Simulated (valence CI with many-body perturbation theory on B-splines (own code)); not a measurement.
Tb33+: electric-dipole lines

Level of theory: configuration interaction combined with many-body perturbation theory (CI+MBPT): four valence electrons over a frozen Dirac-Fock core [Ar] 3d10, radial functions for each j: 11 s, 11 p, 10 d, 8 f, 5 g, 2 h, with the one-electron correlation potential Σ1 (screened to all orders), the two-electron term Σ2, the three-electron term Σ3, Breit, model QED; selected single and double excitations, second order for the rest, scaled by the run's own slope (own B-spline code, finite nucleus).

The last digits are not significant, and no measured levels were compared; by estimate large intervals hold to a few tenths of a per cent, small ones and those within an open d or f shell to about a per cent. Among the levels kept, up to 400 cm⁻¹ of a level comes from second order outside the variational space, and about a tenth of that is noise between levels of different J, which matters for small intervals.

Lines 201 to 250 of 564 in falling wavelength, among levels below 448.97 eV, chosen from the strongest by gf and those to the six lowest levels. Wavelengths and rates use the calculated energies. Electric multipoles are in the length gauge, E1 and E2 with the static RPA response of the core. Weak lines are less certain than strong ones. Lines between different terms over intervals too small for the method are left out, as are lines whose strength nearly cancels. Where a level lies close to another of its J and parity, the split of strength between their lines is uncertain. The highest levels of a list are the least certain.

Levels are named by their leading jj configuration (3d3/2^4 stands for four electrons in 3d with j = 3/2), which in mixed levels can hold well under half, so a name can repeat and another be missing. Letters in brackets count levels of one name in rising energy.

| λ vac (nm) | Upper | Lower | A (s⁻¹) | S (a.u.) with core polarisation | S without |
| --- | --- | --- | --- | --- | --- |
| 9.019 | (4s 4p1/2 4d3/2 4d5/2) J=2 [b] | (4s 4p1/2 4p3/2 4d3/2) J=3 [c] | 7.24e+10 | 1.31e-01 | 1.40e-01 |
| 9.010 | (4s 4p1/2 4p3/2 4d5/2) J=2 [c] | (4s 4p1/2 4p3/2^2) J=2 [b] | 4.70e+10 | 8.48e-02 | 9.06e-02 |
| 9.006 | (4s 4p1/2 4d3/2 4d5/2) J=2 [e] | (4s 4p1/2 4p3/2 4d3/2) J=1 [d] | 3.26e+10 | 5.88e-02 | 6.27e-02 |
| 8.999 | (4s 4p1/2 4p3/2 4d5/2) J=1 [b] | (4s 4p1/2 4p3/2^2) J=1 [b] | 8.44e+10 | 9.10e-02 | 9.69e-02 |
| 8.994 | (4s 4p1/2 4d5/2^2) J=2 [a] | (4s 4p1/2 4p3/2 4d5/2) J=2 [a] | 5.83e+10 | 1.05e-01 | 1.11e-01 |
| 8.994 | (4s^2 4d3/2 4d5/2) J=2 [a] | (4s^2 4p3/2 4d3/2) J=1 | 8.43e+10 | 1.51e-01 | 1.61e-01 |
| 8.992 | (4s 4p1/2 4p3/2 4f7/2) J=4 | (4s 4p1/2 4p3/2 4d5/2) J=4 [b] | 6.09e+10 | 1.97e-01 | 2.09e-01 |
| 8.991 | (4s 4p1/2 4p3/2 4d5/2) J=2 [c] | (4s 4p1/2 4p3/2^2) J=1 [b] | 3.44e+10 | 6.18e-02 | 6.57e-02 |
| 8.982 | (4s^2 4p1/2 4d5/2) J=3 | (4s^2 4p1/2 4p3/2) J=2 | 1.63e+11 | 4.08e-01 | 4.34e-01 |
| 8.980 | (4s^2 4p1/2 4d3/2) J=1 | (4s^2 4p1/2 4p3/2) J=2 | 1.05e+11 | 1.13e-01 | 1.21e-01 |
| 8.971 | (4s 4p1/2 4d3/2 4d5/2) J=2 [c] | (4s 4p1/2 4p3/2 4d3/2) J=2 [c] | 4.38e+10 | 7.81e-02 | 8.31e-02 |
| 8.968 | (4s 4p1/2 4d3/2 4d5/2) J=3 [d] | (4s 4p1/2 4p3/2 4d3/2) J=3 [b] | 3.61e+10 | 8.99e-02 | 9.54e-02 |
| 8.961 | (4p1/2 4p3/2^2 4d5/2) J=0 | (4p1/2 4p3/2^3) J=1 | 2.43e+11 | 8.65e-02 | 9.21e-02 |
| 8.961 | (4p1/2 4p3/2^2 4d5/2) J=3 [a] | (4s 4p1/2 4p3/2 4d3/2) J=3 [a] | 6.96e+10 | 1.73e-01 | 1.85e-01 |
| 8.956 | (4p1/2 4p3/2^2 4d5/2) J=3 [b] | (4s 4p1/2 4p3/2 4d5/2) J=3 [a] | 7.17e+10 | 1.78e-01 | 1.89e-01 |
| 8.954 | (4s 4p1/2 4d5/2^2) J=4 [b] | (4s 4p1/2 4p3/2 4d5/2) J=4 [c] | 1.65e+11 | 5.25e-01 | 5.58e-01 |
| 8.952 | (4s^2 4d5/2^2) J=2 | (4s^2 4p3/2 4d5/2) J=3 | 2.80e+11 | 4.96e-01 | 5.29e-01 |
| 8.946 | (4s 4p1/2 4p3/2 4d5/2) J=2 [d] | (4s 4p1/2 4p3/2^2) J=2 [b] | 1.46e+11 | 2.59e-01 | 2.76e-01 |
| 8.945 | (4s 4p1/2 4d3/2 4d5/2) J=2 [d] | (4s 4p1/2 4p3/2 4d3/2) J=1 [b] | 6.27e+10 | 1.11e-01 | 1.18e-01 |
| 8.939 | (4s 4p1/2 4p3/2 4d5/2) J=0 | (4s 4p1/2 4p3/2^2) J=1 [b] | 3.28e+11 | 1.16e-01 | 1.23e-01 |
| 8.938 | (4p1/2 4p3/2^2 4d5/2) J=3 [b] | (4s 4p1/2 4p3/2 4d5/2) J=2 [b] | 2.61e+10 | 6.43e-02 | 6.81e-02 |
| 8.929 | (4s^2 4p3/2 4f7/2) J=3 [a] | (4s^2 4p3/2 4d3/2) J=3 | 4.30e+10 | 1.06e-01 | 1.12e-01 |
| 8.927 | (4s 4p1/2 4d3/2 4d5/2) J=3 [c] | (4s 4p1/2 4p3/2 4d3/2) J=2 [b] | 1.33e+11 | 3.26e-01 | 3.48e-01 |
| 8.914 | (4s 4p1/2^2 4f7/2) J=3 | (4s 4p1/2^2 4d5/2) J=2 | 1.45e+11 | 3.55e-01 | 3.76e-01 |
| 8.904 | (4s 4p3/2^2 4d5/2) J=2 [c] | (4s 4p3/2^3) J=1 | 3.18e+10 | 5.54e-02 | 5.88e-02 |
| 8.899 | (4s^2 4p3/2 4f7/2) J=3 [a] | (4s^2 4p3/2 4d5/2) J=4 | 6.44e+10 | 1.57e-01 | 1.67e-01 |
| 8.894 | (4s 4p3/2^2 4d3/2) J=2 [b] | (4s 4p3/2^3) J=2 | 5.99e+10 | 1.04e-01 | 1.11e-01 |
| 8.886 | (4s 4p1/2 4d5/2^2) J=2 [b] | (4s 4p1/2 4p3/2 4d5/2) J=3 [a] | 5.61e+10 | 9.72e-02 | 1.04e-01 |
| 8.871 | (4p1/2 4p3/2^2 4d5/2) J=1 [b] | (4p1/2 4p3/2^3) J=1 | 8.52e+10 | 8.81e-02 | 9.36e-02 |
| 8.870 | (4s 4p3/2^3) J=1 | (4s^2 4p3/2^2) J=2 | 3.66e+11 | 3.78e-01 | 4.04e-01 |
| 8.868 | (4s 4p1/2 4d5/2^2) J=2 [b] | (4s 4p1/2 4p3/2 4d5/2) J=2 [b] | 1.19e+11 | 2.05e-01 | 2.17e-01 |
| 8.866 | (4s 4p1/2 4d5/2^2) J=2 [a] | (4s 4p1/2 4p3/2 4d3/2) J=2 [b] | 3.46e+10 | 5.96e-02 | 6.34e-02 |
| 8.866 | (4s 4p1/2 4p3/2 4f7/2) J=3 [b] | (4s 4p1/2 4p3/2 4d5/2) J=3 [b] | 7.28e+10 | 1.75e-01 | 1.86e-01 |
| 8.858 | (4s^2 4p1/2 4f5/2) J=3 | (4s^2 4p1/2 4d5/2) J=3 | 2.76e+10 | 6.63e-02 | 7.05e-02 |
| 8.851 | (4s 4p1/2 4p3/2 4d5/2) J=1 [a] | (4s 4p1/2 4p3/2^2) J=0 | 1.68e+11 | 1.72e-01 | 1.83e-01 |
| 8.847 | (4s 4p1/2 4p3/2 4f5/2) J=2 [b] | (4s 4p1/2 4p3/2 4d3/2) J=2 [d] | 6.17e+10 | 1.05e-01 | 1.12e-01 |
| 8.846 | (4s 4p3/2^2 4d5/2) J=1 [b] | (4s 4p3/2^3) J=1 | 2.06e+11 | 2.11e-01 | 2.25e-01 |
| 8.842 | (4s^2 4p1/2 4d5/2) J=2 | (4s^2 4p1/2 4p3/2) J=2 | 1.60e+11 | 2.73e-01 | 2.91e-01 |
| 8.841 | (4p1/2 4p3/2^2 4d5/2) J=3 [c] | (4s 4p1/2 4p3/2 4d5/2) J=2 [b] | 3.76e+10 | 8.97e-02 | 9.51e-02 |
| 8.837 | (4s 4p3/2^2 4d3/2) J=1 [c] | (4s 4p3/2^3) J=2 | 1.80e+11 | 1.84e-01 | 1.96e-01 |
| 8.832 | (4s 4p1/2 4d3/2 4d5/2) J=2 [a] | (4s 4p1/2 4p3/2 4d3/2) J=2 [a] | 8.59e+10 | 1.46e-01 | 1.56e-01 |
| 8.832 | (4s 4p1/2 4d5/2^2) J=3 | (4s 4p1/2 4p3/2 4d5/2) J=4 [c] | 4.22e+10 | 1.00e-01 | 1.07e-01 |
| 8.823 | (4s 4p1/2 4d5/2^2) J=3 | (4s 4p1/2 4p3/2 4d5/2) J=3 [c] | 2.02e+11 | 4.79e-01 | 5.09e-01 |
| 8.820 | (4s^2 4d3/2^2) J=0 | (4s^2 4p3/2 4d3/2) J=1 | 1.88e+11 | 6.35e-02 | 6.77e-02 |
| 8.820 | (4s 4p1/2 4d3/2 4d5/2) J=1 [a] | (4s 4p1/2 4p3/2 4d3/2) J=0 [a] | 5.22e+10 | 5.30e-02 | 5.63e-02 |
| 8.819 | (4s 4p1/2 4d3/2 4d5/2) J=3 [b] | (4s 4p1/2 4p3/2 4d3/2) J=3 [a] | 3.99e+10 | 9.46e-02 | 1.01e-01 |
| 8.817 | (4s 4p3/2^2 4d5/2) J=2 [b] | (4s^2 4p3/2 4d3/2) J=2 | 7.60e+10 | 1.28e-01 | 1.37e-01 |
| 8.802 | (4s 4p1/2 4p3/2 4f7/2) J=5 [b] | (4s 4p1/2 4p3/2 4d5/2) J=5 | 4.65e+10 | 1.72e-01 | 1.83e-01 |
| 8.796 | (4s 4p1/2 4d3/2 4d5/2) J=1 [c] | (4s 4p1/2 4p3/2 4d3/2) J=1 [d] | 2.18e+11 | 2.20e-01 | 2.34e-01 |
| 8.790 | (4s 4p1/2 4p3/2 4d5/2) J=2 [e] | (4s 4p1/2 4p3/2^2) J=2 [b] | 1.18e+11 | 1.98e-01 | 2.11e-01 |
